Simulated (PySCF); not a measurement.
CH₂Cl (SMILES [CH2]Cl), doublet, at a GFN2-xTB geometry; BLYP/aug-cc-pVDZ run with PySCF.

PySCF was given this input:
```python
from pyscf import gto, scf, dft

mol = gto.M(
    atom='''
C     0.001280   -0.213169   -1.078047
Cl   -0.000672    0.111933    0.566070
H     0.942726   -0.308186   -1.577080
H    -0.938979   -0.315655   -1.577838
''',
    basis='aug-cc-pvdz',
    charge=0,
    spin=1,
    verbose=4,
)

mf = dft.UKS(mol)
mf.xc = 'blyp'
mf.diis = False
mf.max_cycle = 100
mf.kernel()
```

It wrote (shortened):

```
PySCF version 2.14.0

[INPUT] verbose = 4
[INPUT] num. atoms = 4
[INPUT] num. electrons = 25
[INPUT] charge = 0
[INPUT] spin (= nelec alpha-beta = 2S) = 1
[INPUT] symmetry False subgroup None
[INPUT] Mole.unit = angstrom
[INPUT] Symbol           X                Y                Z      unit          X                Y                Z       unit  Magmom
[...]
nuclear repulsion = 45.9863589499999
number of shells = 26
number of NR pGTOs = 107
number of NR cGTOs = 68
basis = aug-cc-pvdz
ecp = {}

******** <class 'pyscf.dft.uks.UKS'> ********
method = UKS
initial guess = minao
damping factor = 0
level_shift factor = 0
DIIS disabled
SCF conv_tol = 1e-09
SCF conv_tol_grad = None
SCF max_cycles = 100
direct_scf = True
direct_scf_tol = 1e-13
number electrons alpha = 13  beta = 12
XC library pyscf.dft.libxc version 7.1.2
    S. Lehtola, C. Steigemann, M. J. T. Oliveira, and M. A. L. Marques,  SoftwareX 7, 1–5 (2018)
XC functionals = blyp
    A. D. Becke,  Phys. Rev. A 38, 3098 (1988)
    C. Lee, W. Yang, and R. G. Parr,  Phys. Rev. B 37, 785 (1988)
    B. Miehlich, A. Savin, H. Stoll, and H. Preuss,  Chem. Phys. Lett. 157, 200 (1989)
radial grids:
    Treutler-Ahlrichs [JCP 102, 346 (1995); DOI:10.1063/1.469408] (M4) radial grids

becke partition: Becke, JCP 88, 2547 (1988); DOI:10.1063/1.454033
pruning grids: <function nwchem_prune>
grids dens level: 3
symmetrized grids: False
atomic radii adjust function: <function treutler_atomic_radii_adjust>
small_rho_cutoff = 0
Set gradient conv threshold to 3.16228e-05
tot grids = 52616
init E= -499.518401181559

cycle= 1 E= -499.414434923362  delta_E= 0.104  |g|= 0.12  |ddm|= 1.94
cycle= 2 E= -499.409125875829  delta_E= 0.00531  |g|= 0.161  |ddm|= 0.294
cycle= 3 E= -499.37208223211  delta_E= 0.037  |g|= 0.309  |ddm|= 0.42
cycle= 4 E= -499.239815620049  delta_E= 0.132  |g|= 0.552  |ddm|= 0.771
cycle= 5 E= -498.402970358406  delta_E= 0.837  |g|= 1.36  |ddm|= 1.61

cycle= 6 E= -495.133472863093  delta_E= 3.27  |g|= 1.98  |ddm|= 5.51
cycle= 7 E= -484.690793381202  delta_E= 10.4  |g|= 3.84  |ddm|= 7.86
cycle= 8 E= -481.839093332673  delta_E= 2.85  |g|= 3.25  |ddm|= 8.17
cycle= 9 E= -478.42561866317  delta_E= 3.41  |g|= 3.98  |ddm|= 11.1

cycle= 10 E= -480.567630708904  delta_E= -2.14  |g|=  3.3  |ddm|= 10.7

cycle= 11 E= -478.458493582876  delta_E= 2.11  |g|= 3.94  |ddm|= 10.4

cycle= 12 E= -480.594927912167  delta_E= -2.14  |g|= 3.29  |ddm|= 10.5

cycle= 13 E= -478.458112034395  delta_E= 2.14  |g|= 3.94  |ddm|= 10.4

[...]

cycle= 68 E= -480.597914264529  delta_E= -2.14  |g|= 3.29  |ddm|= 10.4

cycle= 69 E= -478.458088907445  delta_E= 2.14  |g|= 3.94  |ddm|= 10.4

cycle= 70 E= -480.59791426453  delta_E= -2.14  |g|= 3.29  |ddm|= 10.4

cycle= 71 E= -478.458088907444  delta_E= 2.14  |g|= 3.94  |ddm|= 10.4

cycle= 72 E= -480.59791426453  delta_E= -2.14  |g|= 3.29  |ddm|= 10.4

cycle= 73 E= -478.458088907444  delta_E= 2.14  |g|= 3.94  |ddm|= 10.4

cycle= 74 E= -480.59791426453  delta_E= -2.14  |g|= 3.29  |ddm|= 10.4

cycle= 75 E= -478.458088907445  delta_E= 2.14  |g|= 3.94  |ddm|= 10.4

cycle= 76 E= -480.59791426453  delta_E= -2.14  |g|= 3.29  |ddm|= 10.4

cycle= 77 E= -478.458088907446  delta_E= 2.14  |g|= 3.94  |ddm|= 10.4

cycle= 78 E= -480.597914264528  delta_E= -2.14  |g|= 3.29  |ddm|= 10.4

cycle= 79 E= -478.458088907447  delta_E= 2.14  |g|= 3.94  |ddm|= 10.4

cycle= 80 E= -480.597914264531  delta_E= -2.14  |g|= 3.29  |ddm|= 10.4

cycle= 81 E= -478.458088907445  delta_E= 2.14  |g|= 3.94  |ddm|= 10.4

cycle= 82 E= -480.597914264529  delta_E= -2.14  |g|= 3.29  |ddm|= 10.4

cycle= 83 E= -478.458088907446  delta_E= 2.14  |g|= 3.94  |ddm|= 10.4

cycle= 84 E= -480.597914264531  delta_E= -2.14  |g|= 3.29  |ddm|= 10.4

cycle= 85 E= -478.458088907445  delta_E= 2.14  |g|= 3.94  |ddm|= 10.4

cycle= 86 E= -480.597914264532  delta_E= -2.14  |g|= 3.29  |ddm|= 10.4

cycle= 87 E= -478.458088907444  delta_E= 2.14  |g|= 3.94  |ddm|= 10.4

cycle= 88 E= -480.59791426453  delta_E= -2.14  |g|= 3.29  |ddm|= 10.4

cycle= 89 E= -478.458088907446  delta_E= 2.14  |g|= 3.94  |ddm|= 10.4

cycle= 90 E= -480.597914264531  delta_E= -2.14  |g|= 3.29  |ddm|= 10.4

cycle= 91 E= -478.458088907445  delta_E= 2.14  |g|= 3.94  |ddm|= 10.4

cycle= 92 E= -480.597914264529  delta_E= -2.14  |g|= 3.29  |ddm|= 10.4

cycle= 93 E= -478.458088907445  delta_E= 2.14  |g|= 3.94  |ddm|= 10.4

cycle= 94 E= -480.59791426453  delta_E= -2.14  |g|= 3.29  |ddm|= 10.4

cycle= 95 E= -478.458088907446  delta_E= 2.14  |g|= 3.94  |ddm|= 10.4

cycle= 96 E= -480.597914264531  delta_E= -2.14  |g|= 3.29  |ddm|= 10.4

cycle= 97 E= -478.458088907445  delta_E= 2.14  |g|= 3.94  |ddm|= 10.4

cycle= 98 E= -480.597914264529  delta_E= -2.14  |g|= 3.29  |ddm|= 10.4

cycle= 99 E= -478.458088907446  delta_E= 2.14  |g|= 3.94  |ddm|= 10.4

cycle= 100 E= -480.597914264529  delta_E= -2.14  |g|= 3.29  |ddm|= 10.4
SCF not converged.
SCF energy = -480.597914264529 after 100 cycles  <S^2> = 0.75000337  2S+1 = 2.0000034
```

The run did not converge; its last values are not results.
